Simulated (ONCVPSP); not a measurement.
**PBE ONCV dataset for manganese, scalar-relativistic all-electron reference.**

ONCVPSP 4.0.1 input, shortened (lines: element, Z, core and valence counts, functional; n l f; lmax; l rc ep ncon nbas qcut; lloc lpopt rc5 dvloc0; l nproj debl; icmod fcfact rcfact), PBE, scalar-relativistic:

```
  Mn 25.00    3    5        4      upf
    1    0    2.00
    2    0    2.00
    2    1    6.00
    3    0    2.00
    3    1    6.00
    3    2    5.00
    4    0    1.00
    4    1    1.00
    2
    0    1.25    0.00    4    7    9.20
    1    1.80    0.00    4    7    7.40
    2    1.55    0.00    4    8   10.90
    4    5    0.90   -1.00
    0    2    0.50
    1    2    3.00
    2    2    3.50
    2    0.30    1.00
```

All-electron outer shells of the reference configuration (PBE, scalar-relativistic, ld1.x):

```tsv
shell	level (eV)	outermost node (bohr)	outermost maximum (bohr)
2s	-745.50	0.08	0.23
2p	-631.74	–	0.19
3s	-87.51	0.34	0.74
3p	-56.22	0.31	0.75
3d	-8.33	–	0.76
4s	-6.09	1.05	2.47
4p	-2.12	1.16	3.30
```

Q: Estimate the cutoffs (Ha) at which the residual kinetic energy of the hardest occupied pseudo-wave falls to 1 and 0.1 mHa per electron.

A: 43 Ha and 49 Ha.

Q: What does a ghost test show?

A: No bound ghost flagged; no localised positive-energy state flagged.

Q: Which valence shell sets the plane-wave cutoff?

A: 3d: 43 Ha for 1 mHa per electron, against 32 Ha for 3s.

Q: Tests: 3s2 3p6 3d5 4s2 4p0; 3s2 3p6 3d5 4s1 4p0; 3s2 3p6 3d5 4s0 4p0; 3s2 3p6 3d6 4s0 4p0. Which has the largest error in its energy relative to the reference configuration, and how large is it?

A: 3s2 3p6 3d6 4s0 4p0, with +16 meV (all-electron minus pseudo) on +2.96 eV.
